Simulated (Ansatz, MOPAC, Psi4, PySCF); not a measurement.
Dimer: CH3Cl (SMILES CCl) (first 5 atoms) with C2H6 (SMILES CC); geometry from B3LYP-D3(BJ)/def2-TZVP, rigid monomers moved along the line of their centres of mass till H4···H8 is 3.38 Å.
(charge 0, multiplicity 1):
```json
[
 {"atom": "C", "x (Å)": "-0.6717", "y (Å)": "-0.9111", "z (Å)": "0.8401"},
 {"atom": "Cl", "x (Å)": "-0.8430", "y (Å)": "0.8742", "z (Å)": "0.7990"},
 {"atom": "H", "x (Å)": "-0.5880", "y (Å)": "-1.2688", "z (Å)": "-0.1815"},
 {"atom": "H", "x (Å)": "0.2218", "y (Å)": "-1.1551", "z (Å)": "1.4063"},
 {"atom": "H", "x (Å)": "-1.5509", "y (Å)": "-1.3272", "z (Å)": "1.3220"},
 {"atom": "C", "x (Å)": "0.9793", "y (Å)": "0.2494", "z (Å)": "5.3008"},
 {"atom": "C", "x (Å)": "-0.3709", "y (Å)": "-0.4484", "z (Å)": "5.4359"},
 {"atom": "H", "x (Å)": "1.3015", "y (Å)": "0.2941", "z (Å)": "4.2591"},
 {"atom": "H", "x (Å)": "1.7541", "y (Å)": "-0.2675", "z (Å)": "5.8707"},
 {"atom": "H", "x (Å)": "0.9296", "y (Å)": "1.2768", "z (Å)": "5.6659"},
 {"atom": "H", "x (Å)": "-1.1358", "y (Å)": "0.0615", "z (Å)": "4.8480"},
 {"atom": "H", "x (Å)": "-0.7061", "y (Å)": "-0.4671", "z (Å)": "6.4748"},
 {"atom": "H", "x (Å)": "-0.3208", "y (Å)": "-1.4837", "z (Å)": "5.0911"}
]
```

```csv
level,interaction energy (meV),cost
PM3,-4.0,-
PM6,-3.7,-
PM7,-43.1,-
HF/3-21G (no counterpoise),-6.4,-
HF/6-31G*,-0.1,-
HF/6-31G* (no counterpoise),-3.8,-
PBE-D3(BJ)/def2-TZVPPD,-33.8,×1
PBE-D4/def2-TZVPPD,-32.4,×1
BP86/6-31G* (no counterpoise),9.6,-
r2SCAN-D3(BJ)/def2-TZVPPD,-25.7,×1
B3LYP/6-31G* (no counterpoise),-0.6,-
B3LYP-D4/def2-TZVPPD,-22.1,×1
PBE0/def2-TZVPPD,-8.8,×1
PBE0-D3(BJ)/def2-TZVPPD,-31.9,×1
PBE0-D4/def2-TZVPPD,-29.9,×1
wB97M-V/def2-TZVPPD,-25.4,×4
MP2/aug-cc-pV(D+d)Z,-24.9,-
SCS-MP2/aug-cc-pV(D+d)Z,-19.1,-
CCSD(T)/aug-cc-pV(D+d)Z,-24.0,×9
SAPT0/jun-cc-pV(D+d)Z,-16.9,-
```

The rows run from -43.1 (PM7) to 9.6 meV (BP86/6-31G* (no counterpoise)). The dispersion term adds -23.2 in PBE0-D3(BJ), -21.2 in PBE0-D4.

Counterpoise-corrected where a basis set is named; no monomer relaxation. Rows marked so take none.

Cores are frozen in the correlated methods. Rows in 3-21G, 6-31G* carry no dispersion term and start afresh at each structure (6-31G* with six Cartesian d functions). The state reached by PM3, PM6, PM7 isn't checked; PM7 holds dispersion and hydrogen-bond terms.

Codes used: Ansatz (a quantum-chemistry and plane-wave program) with Gaussian orbitals; MOPAC for PM3, PM6, PM7 (differences of heats of formation); Psi4 for SAPT; PySCF for 3-21G rows, 6-31G* rows, the dispersion terms. Each number belongs to the level named beside it.

Costs are rough ratios of core time to PBE/def2-TZVPPD (about 17 s over the structures, on one shared machine); a dash marks a level with no comparable run of its own.
